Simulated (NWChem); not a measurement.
System: CH₃F₃OSi; SMILES CO[Si](F)(F)F

```xyz
9

C      0.0191     2.3194     0.0000
O      0.6803     1.0743     0.0000
Si     0.0233    -0.3989     0.0000
F     -0.8991    -0.6462    -1.2811
F      1.1935    -1.4760     0.0000
F     -0.8991    -0.6462     1.2811
H     -0.6106     2.4390     0.8968
H     -0.6106     2.4390    -0.8968
H      0.7807     3.1110     0.0000
```
Atoms are numbered in this order, from 1.

Computed with NWChem. Pople sets run with spherical d functions. Coordinates come from a PBE0/def2-SVP optimisation. Level B3LYP/6-31G*: energy and gradient on several grids; changes count from the extra-fine grid, which is no exact limit either.

```csv
grid,size of the energy change (μHa),largest change of a gradient component (μHa/bohr)
xcoarse,10000,2000
coarse,50,100
medium,< 10,50
fine,< 10,< 30
xfine,< 10,< 30
```
